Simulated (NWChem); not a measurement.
System: AlNH2Cl2; SMILES [NH2][Al]([Cl])[Cl]

NWChem input:

```
start job
memory heap 200 mb stack 900 mb global 1100 mb
geometry units angstroms noautosym nocenter noautoz
  Al     0.000000     0.000000     0.329190
  Cl    -1.809282     0.000000    -0.721696
  Cl     1.809282     0.000000    -0.721696
  N      0.000000     0.000000     2.082306
  H      0.833765     0.000000     2.658552
  H     -0.833765     0.000000     2.658552
end
basis spherical
  * library def2-tzvp
end
dft
  xc b3lyp
  iterations 150
end
property
  efieldgrad
end
task dft property
```

NWChem printed, in part:

```
             Northwest Computational Chemistry Package (NWChem) 7.3.0
             --------------------------------------------------------

                             Geometry "geometry" -> ""
                             -------------------------

 Output coordinates in angstroms (scale by  1.889725989 to convert to a.u.)

  No.       Tag          Charge          X              Y              Z
 ---- ---------------- ---------- -------------- -------------- --------------
    1 Al                  13.0000     0.00000000     0.00000000     0.32919000
    2 Cl                  17.0000    -1.80928200     0.00000000    -0.72169600
    3 Cl                  17.0000     1.80928200     0.00000000    -0.72169600
    4 N                    7.0000     0.00000000     0.00000000     2.08230600
    5 H                    1.0000     0.83376500     0.00000000     2.65855200
    6 H                    1.0000    -0.83376500     0.00000000     2.65855200

 Effective nuclear repulsion energy (a.u.)     241.7550959011

                              NWChem Property Module
                              ----------------------

  itol2e modified to match energy
  convergence criterion.

                                 NWChem DFT Module
                                 -----------------

 Summary of "ao basis" -> "ao basis" (spherical)
 ------------------------------------------------------------------------------
       Tag                 Description            Shells   Functions and Types
 ---------------- ------------------------------  ------  ---------------------
 Al                        def2-tzvp                13       37   5s5p2d1f
 Cl                        def2-tzvp                13       37   5s5p2d1f
 N                         def2-tzvp                11       31   5s3p2d1f
 H                         def2-tzvp                 4        6   3s1p

  itol2e modified to match energy
  convergence criterion.

            General Information
            -------------------
          SCF calculation type: DFT
          Wavefunction type:  closed shell.
          No. of atoms     :     6
          No. of electrons :    56
           Alpha electrons :    28
            Beta electrons :    28
          Charge           :     0
          Spin multiplicity:     1
          Use of symmetry is: off; symmetry adaption is: off
          Maximum number of iterations: 150
          AO basis - number of functions:   154
                     number of shells:    58
          Convergence on energy requested:  1.00D-07
          Convergence on density requested:  1.00D-05
          Convergence on gradient requested:  5.00D-04

              XC Information
              --------------
                         B3LYP Method XC Potential
                     Hartree-Fock (Exact) Exchange  0.200
                        Slater Exchange Functional  0.800 local
                    Becke 1988 Exchange Functional  0.720 non-local
              Lee-Yang-Parr Correlation Functional  0.810
                  VWN I RPA Correlation Functional  0.190 local

             Grid Information
             ----------------
          Grid used for XC integration:  fine
          Radial quadrature: Mura-Knowles
          Angular quadrature: Lebedev.
          Tag              B.-S. Rad. Rad. Pts. Rad. Cut. Ang. Pts.
          ---              ---------- --------- --------- ---------
          Al                  1.25      123          10.0       770
          Cl                  1.00      123          12.0       770
          N                   0.65       70          10.0       590
          H                   0.35       60          11.0       590
          Grid pruning is: on
          Number of quadrature shells:   559
          Spatial weights used:  Erf1

      Superposition of Atomic Density Guess
      -------------------------------------

 Sum of atomic energies:       -1216.14137130

      Non-variational initial energy
      ------------------------------

 Total energy =   -1217.129725
 1-e energy   =   -2162.720903
 2-e energy   =     703.836082
 HOMO         =      -0.372199
 LUMO         =      -0.026248

   convergence    iter        energy       DeltaE   RMS-Dens  Diis-err
 ---------------- ----- ----------------- --------- --------- ---------
 d= 0,ls=0.0,diis     1  -1219.0151499559 -1.46D+03  4.91D-03  1.55D+00
 d= 0,ls=0.0,diis     2  -1219.0103550593  4.79D-03  3.81D-03  6.67D-01
 d= 0,ls=0.0,diis     3  -1219.0522401833 -4.19D-02  1.36D-03  3.32D-01
 d= 0,ls=0.0,diis     4  -1219.0860005932 -3.38D-02  3.32D-04  6.31D-03
 d= 0,ls=0.0,diis     5  -1219.0867654818 -7.65D-04  6.47D-05  4.26D-04
  Resetting Diis
 d= 0,ls=0.0,diis     6  -1219.0868152461 -4.98D-05  4.46D-06  1.75D-06
 d= 0,ls=0.0,diis     7  -1219.0868153993 -1.53D-07  2.91D-06  2.01D-07
 d= 0,ls=0.0,diis     8  -1219.0868153916  7.76D-09  1.55D-06  2.93D-07

         Total DFT energy =    -1219.086815391578
      One electron energy =    -2166.572222168695
           Coulomb energy =      788.762933183423
    Exchange-Corr. energy =      -83.032622307437
 Nuclear repulsion energy =      241.755095901131

 Numeric. integr. density =       55.999999998942

                       DFT Final Molecular Orbital Analysis
                       ------------------------------------

 Vector   26  Occ=2.000000D+00  E=-3.341050D-01
              MO Center= -1.2D-07,  9.1D-10, -6.8D-01, r^2= 4.3D+00
   Bfn.  Coefficient  Atom+Function         Bfn.  Coefficient  Atom+Function
  ----- ------------  ---------------      ----- ------------  ---------------
    53      0.373542  2 Cl py                90     -0.373542  3 Cl py
    56      0.244980  2 Cl py                93     -0.244980  3 Cl py
    50      0.181604  2 Cl py                87     -0.181604  3 Cl py
    44     -0.147274  2 Cl py                81      0.147274  3 Cl py
    47     -0.067715  2 Cl py                84      0.067715  3 Cl py

 Vector   27  Occ=2.000000D+00  E=-3.260970D-01
              MO Center= -1.1D-06, -3.7D-10, -6.6D-01, r^2= 4.4D+00
   Bfn.  Coefficient  Atom+Function         Bfn.  Coefficient  Atom+Function
  ----- ------------  ---------------      ----- ------------  ---------------
    54      0.290817  2 Cl pz                91     -0.290816  3 Cl pz
    52     -0.241326  2 Cl px                89     -0.241326  3 Cl px
    57      0.194103  2 Cl pz                94     -0.194103  3 Cl pz
    55     -0.156647  2 Cl px                92     -0.156647  3 Cl px
    51      0.143080  2 Cl pz                88     -0.143080  3 Cl pz

 Vector   28  Occ=2.000000D+00  E=-2.847422D-01
              MO Center= -2.4D-09,  6.7D-10,  1.8D+00, r^2= 1.7D+00
   Bfn.  Coefficient  Atom+Function         Bfn.  Coefficient  Atom+Function
  ----- ------------  ---------------      ----- ------------  ---------------
   118      0.399479  4 N  py               121      0.341177  4 N  py
   124      0.326673  4 N  py                16      0.100357  1 Al py
    53     -0.092849  2 Cl py                90     -0.092849  3 Cl py
    56     -0.074878  2 Cl py                93     -0.074878  3 Cl py
    22      0.060676  1 Al d -1              19      0.058444  1 Al py

 Vector   29  Occ=0.000000D+00  E=-3.416854D-02
              MO Center=  1.4D-08, -2.0D-09,  4.7D-01, r^2= 5.3D+00
   Bfn.  Coefficient  Atom+Function         Bfn.  Coefficient  Atom+Function
  ----- ------------  ---------------      ----- ------------  ---------------
     5      1.252202  1 Al s                116     -0.815026  4 N  s
     4      0.377990  1 Al s                 42     -0.312026  2 Cl s
    79     -0.312026  3 Cl s                145      0.271206  5 H  s
   151      0.271206  6 H  s                 55     -0.248241  2 Cl px
    92      0.248241  3 Cl px                 3     -0.212783  1 Al s

 Vector   30  Occ=0.000000D+00  E=-1.286480D-02
              MO Center= -4.3D-09,  1.1D-09,  1.9D-01, r^2= 4.4D+00
   Bfn.  Coefficient  Atom+Function         Bfn.  Coefficient  Atom+Function
  ----- ------------  ---------------      ----- ------------  ---------------
    19      0.774770  1 Al py                16      0.480781  1 Al py
    56     -0.248173  2 Cl py                93     -0.248173  3 Cl py
   124     -0.232373  4 N  py               118     -0.159530  4 N  py
    53     -0.145256  2 Cl py                90     -0.145256  3 Cl py
   121     -0.129480  4 N  py                 7     -0.104581  1 Al py

 Vector   31  Occ=0.000000D+00  E= 3.301307D-02
              MO Center=  2.7D-08,  2.0D-09,  1.7D+00, r^2= 7.1D+00
   Bfn.  Coefficient  Atom+Function         Bfn.  Coefficient  Atom+Function
  ----- ------------  ---------------      ----- ------------  ---------------
   116      1.787449  4 N  s                145     -0.880981  5 H  s
   151     -0.880981  6 H  s                 20     -0.748020  1 Al pz
    17     -0.277514  1 Al pz               125      0.247737  4 N  pz
     4      0.226595  1 Al s                 42     -0.195894  2 Cl s
    79     -0.195894  3 Cl s                 55     -0.182248  2 Cl px

     Multipole analysis of the density
     ---------------------------------

     L   x y z        total         alpha         beta         nuclear
     -   - - -        -----         -----         ----         -------
     0   0 0 0      0.000000    -28.000000    -28.000000     56.000000

     1   1 0 0      0.000000      0.000000      0.000000      0.000000
     1   0 1 0     -0.000000     -0.000000     -0.000000      0.000000
     1   0 0 1      0.933785      0.811718      0.811718     -0.689652

[...]

          -----------------------
          Electric field gradient
          -----------------------

 1 a.u. = 0.324123 10**(16) esu/cm**3  ( or statvolts/cm**2 ) = 0.97174 10**(22) v/m**2

 ------------------------------------------------------------
   Atom      X         Y         Z
 ------------------------------------------------------------
    1 Al   0.00000   0.00000   0.62208
 ------------------------------------------------------------

 Electric field gradient in molecular frame (a.u.)
         XX             YY             ZZ             XY             XZ             YZ
 ------------------------------------------------------------------------------------------
        0.127842      -0.825250       0.697409       0.000000      -0.000000      -0.000000

 Principal components (a.u.) and orientation
 of principal axis w.r.t. absolute frame                      Asymmetry parameter eta
 --------------------------------------------------------------------------------------
       -0.825250       0.697409       0.127842                       0.690175

       -0.000000      -0.000000       1.000000
        1.000000      -0.000000       0.000000
        0.000000       1.000000       0.000000

 ------------------------------------------------------------
   Atom      X         Y         Z
 ------------------------------------------------------------
    2 Cl  -3.41905   0.00000  -1.36381
 ------------------------------------------------------------

 Electric field gradient in molecular frame (a.u.)
         XX             YY             ZZ             XY             XZ             YZ
 ------------------------------------------------------------------------------------------
       -0.865839       0.525206       0.340633      -0.000000      -0.996396      -0.000000

 Principal components (a.u.) and orientation
 of principal axis w.r.t. absolute frame                      Asymmetry parameter eta
 --------------------------------------------------------------------------------------
       -1.427377       0.902171       0.525206                       0.264097

        0.871177      -0.490969      -0.000000
        0.000000      -0.000000       1.000000
        0.490969       0.871177       0.000000

 ------------------------------------------------------------
   Atom      X         Y         Z
 ------------------------------------------------------------
    3 Cl   3.41905   0.00000  -1.36381
 ------------------------------------------------------------

 Electric field gradient in molecular frame (a.u.)
         XX             YY             ZZ             XY             XZ             YZ
 ------------------------------------------------------------------------------------------
       -0.865839       0.525206       0.340633       0.000000       0.996397      -0.000000

 Principal components (a.u.) and orientation
 of principal axis w.r.t. absolute frame                      Asymmetry parameter eta
 --------------------------------------------------------------------------------------
       -1.427378       0.902172       0.525206                       0.264097

        0.871177       0.490969       0.000000
       -0.000000      -0.000000       1.000000
       -0.490969       0.871177       0.000000

 ------------------------------------------------------------
   Atom      X         Y         Z
 ------------------------------------------------------------
    4 N    0.00000   0.00000   3.93499
 ------------------------------------------------------------

 Electric field gradient in molecular frame (a.u.)
         XX             YY             ZZ             XY             XZ             YZ
 ------------------------------------------------------------------------------------------
       -0.575680       0.735258      -0.159578      -0.000000      -0.000000       0.000000

 Principal components (a.u.) and orientation
 of principal axis w.r.t. absolute frame                      Asymmetry parameter eta
 --------------------------------------------------------------------------------------
        0.735258      -0.575680      -0.159578                       0.565926

       -0.000000       1.000000      -0.000000
        1.000000       0.000000      -0.000000
        0.000000       0.000000       1.000000

 ------------------------------------------------------------
   Atom      X         Y         Z
 ------------------------------------------------------------
    5 H    1.57559   0.00000   5.02393
 ------------------------------------------------------------

 Electric field gradient in molecular frame (a.u.)
         XX             YY             ZZ             XY             XZ             YZ
 ------------------------------------------------------------------------------------------
       -0.222992       0.230467      -0.007475       0.000000      -0.270330       0.000000

 Principal components (a.u.) and orientation
 of principal axis w.r.t. absolute frame                      Asymmetry parameter eta
 --------------------------------------------------------------------------------------
       -0.406250       0.230467       0.175782                       0.134610

        0.827733      -0.000000      -0.561122
       -0.000000       1.000000      -0.000000
        0.561122       0.000000       0.827733

 ------------------------------------------------------------
   Atom      X         Y         Z
 ------------------------------------------------------------
    6 H   -1.57559   0.00000   5.02393
 ------------------------------------------------------------

 Electric field gradient in molecular frame (a.u.)
         XX             YY             ZZ             XY             XZ             YZ
 ------------------------------------------------------------------------------------------
       -0.222992       0.230467      -0.007475      -0.000000       0.270330       0.000000

 Principal components (a.u.) and orientation
 of principal axis w.r.t. absolute frame                      Asymmetry parameter eta
 --------------------------------------------------------------------------------------
       -0.406250       0.230467       0.175782                       0.134610

        0.827733       0.000000       0.561122
        0.000000       1.000000      -0.000000
       -0.561122       0.000000       0.827733
```

Level: B3LYP/def2-TZVP. All runs use the structure optimised with PBE0/def2-SVP. NWChem prints the field gradient with the sign opposite to the second derivative of the potential.
